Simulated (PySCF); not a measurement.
Compound: CH5Al2Cl2F.
Atom-mapped SMILES: `[CH3:1][Al@H-:2]1[Cl+:3][Al@@H-:4]([F:5])[Cl+:6]1` (hydrogens: H7, H8, H9 on C1; H10 on Al2; H11 on Al4)

Method: PySCF, PBE0-D3(BJ)/def2-SVP geometry optimisation, gas phase; density fitting, grid level 1; the optimiser is geomeTRIC in internal coordinates, started from a GFN2-xTB structure with every atom displaced at random (about 0.01 Å).

Step 0: E = -42048.0133 eV
```
atom  x, y, z in Å  |  force x, y, z in eV/Å
C1     -2.1253    0.0125    0.6666   -0.550   1.868  -0.401
Al2    -0.3700    0.8482    0.3923   -1.430   0.215   0.199
Cl3     1.1546   -0.1477    1.6337    0.484  -0.642   1.633
Al4     2.3038   -0.6914   -0.1718   -0.163  -0.724  -0.073
F5      2.5074   -2.3238   -0.3225   -0.113  -0.357   0.017
Cl6     0.6271    0.0412   -1.4157   -0.186  -0.349  -1.600
H7     -2.5181   -0.5095   -0.2085    0.022  -0.185  -0.321
H8     -2.1902   -0.6536    1.5016    0.147  -0.780   0.877
H9     -2.8774    0.8314    0.8896    0.581  -0.582  -0.208
H10     0.0901    2.3217    0.4103   -0.106   0.605   0.040
H11     3.4361    0.2452   -0.3113    1.315   0.930  -0.163
```

Task: Estimate the geometry and energy of step 1. (The exact step hangs on the optimiser's Hessian estimate; all steps are aligned on step 0, rigid shifts and turns removed.)

Result: E = -42048.3856 eV, largest force 0.395 eV/Å
```
atom  x, y, z in Å  |  force x, y, z in eV/Å
C1     -2.1618    0.0722    0.6686   -0.130  -0.322   0.189
Al2    -0.4201    0.8882    0.4178    0.096   0.022   0.013
Cl3     1.2050   -0.2237    1.7328   -0.081   0.032  -0.238
Al4     2.3591   -0.7022   -0.1904    0.012   0.019   0.029
F5      2.4409   -2.3642   -0.3101    0.004   0.170   0.016
Cl6     0.6114   -0.0123   -1.5016    0.002   0.001   0.175
H7     -2.4595   -0.4970   -0.2281    0.051  -0.044   0.026
H8     -2.1510   -0.6394    1.5202    0.047   0.104  -0.219
H9     -2.9768    0.7838    0.8713    0.095   0.171  -0.005
H10    -0.0085    2.4105    0.4414    0.013   0.002   0.004
H11     3.5994    0.2583   -0.3578   -0.108  -0.157   0.010
```

The energy changes by -0.3723 eV. The first-order estimate −F·Δx gives -0.9224 eV and the mean of the old and new forces, exact on a quadratic surface, -0.4075 eV. The step makes an angle of 50° with the force vector and moves no atom by more than 0.170 Å.

What follows is the cost of the whole optimisation. Time: 2.0 min wall; peak memory 0.52 GiB. Hardware: one thread, Arm Neoverse N1 (aarch64), no GPU, shared host with 64 logical CPUs at a one-minute load of 60.
